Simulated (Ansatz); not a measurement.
Reaction R1 → P1 + P2, each structure at its B3LYP-D3(BJ)/def2-TZVP stationary point, reached from a drawn start (curvature not checked).
R1, F2Ti (SMILES [F][Ti][F]) (charge 0, multiplicity 3):
| atom | x (Å) | y (Å) | z (Å) |
|---|---|---|---|
| Ti | 0.0023 | 0.0033 | -0.4015 |
| F | 1.6982 | -0.0057 | 0.2106 |
| F | -1.7005 | 0.0024 | 0.1909 |
P1, FTi (SMILES [F][Ti]) (charge 0, multiplicity 4):
```xyz
2

Ti    -0.0095    -0.0190    -0.9050
F      0.0095     0.0190     0.9050
```
P2: F atom, charge 0, multiplicity 2.

P less R. No zero-point or thermal terms; open shells are unrestricted; no spin–orbit coupling. The spin states of the d-block species are the ones drawn and need not be the lowest.

Cores are frozen in the correlated methods.

Programs: Ansatz (Gaussian orbitals). No computed number here is a measurement.

```json
[
 {"level": "r2SCAN/def2-TZVPP", "reaction energy (kJ/mol)": "621.9"},
 {"level": "B97M-V/def2-TZVPP", "reaction energy (kJ/mol)": "613.7"},
 {"level": "B3LYP/def2-TZVPP", "reaction energy (kJ/mol)": "616.2"},
 {"level": "BHLYP/def2-TZVPP", "reaction energy (kJ/mol)": "568.5"},
 {"level": "B2PLYP/def2-TZVPP", "reaction energy (kJ/mol)": "620.8"},
 {"level": "MP2/def2-QZVPP", "reaction energy (kJ/mol)": "644.8"},
 {"level": "SCS-MP2/def2-SVP", "reaction energy (kJ/mol)": "585.7"},
 {"level": "CCSD/def2-TZVPP", "reaction energy (kJ/mol)": "591.9"},
 {"level": "CCSD(T)/def2-TZVPP", "reaction energy (kJ/mol)": "[?]"}
]
```

**Question.** Some entries are withheld; supply them.

**Answer.** 
- CCSD(T)/def2-TZVPP, reaction energy (kJ/mol): 610.7

Ansatz is a program for electronic structure.
